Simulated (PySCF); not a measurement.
# Continuum solvent and chemical shifts

Atom-mapped SMILES (the numbers label the heavy atoms): `[CH3:1][c:2]1[cH:3][cH:4][c:5]([S:6](=[O:7])(=[O:8])[Cl:9])[s:10]1`. Each H is labelled by its parent atom.

GIAO PBE0/pcSseg-1 in PySCF 2.14.0 with density-fitted response routines on one PBE0-D3(BJ)/def2-SVP conformer, non-relativistic, equivalent nuclei averaged. Solvents enter as an IEF-PCM continuum (chloroform with ε = 4.7) around the gas-phase geometry. Shifts are referred to TMS, CS2 computed in the same medium.

Gas phase, δ in ppm: C2 161.7, C5 153.8, C4 139.1, C3 130.2, C1 18.2, S6 327.1, S10 240.2, H(C4) 7.57, H(C3) 6.81, H(C1) 2.60. Dipole moment 6.16 D.

Task: How does each δ change in the continuum?

Result: 
| atoms | environment | Δδ, chloroform |
| --- | --- | --- |
| C2 | substituted aromatic carbon next to the ring sulfur | +5.2 |
| C5 | aromatic carbon bearing sulfur | -1.4 |
| C4 | aromatic CH | +2.8 |
| C3 | aromatic CH | +1.8 |
| C1 | methyl carbon on an aromatic ring | +0.7 |
| S6 | sulfonyl sulfur | +4.2 |
| S10 | aromatic ring sulfur | -2.2 |
| H(C4) | hydrogen on an aromatic CH | +0.19 |
| H(C3) | hydrogen on an aromatic CH | +0.28 |
| H(C1) | hydrogen on a methyl carbon on an aromatic ring | +0.14 |

Changes are relative to the gas phase. The dipole moment becomes 7.41 D in chloroform.

Task: Which of the listed nuclei move most (in ppm), and what does the model miss? (N and O are left out, as their reference compounds move with the solvent too.)

Result: C2 (substituted aromatic carbon next to the ring sulfur, +5.2 ppm) in chloroform. A continuum only polarises the solute; specific hydrogen bonds, the anisotropy of aromatic solvents and changes of geometry or conformer are outside it.
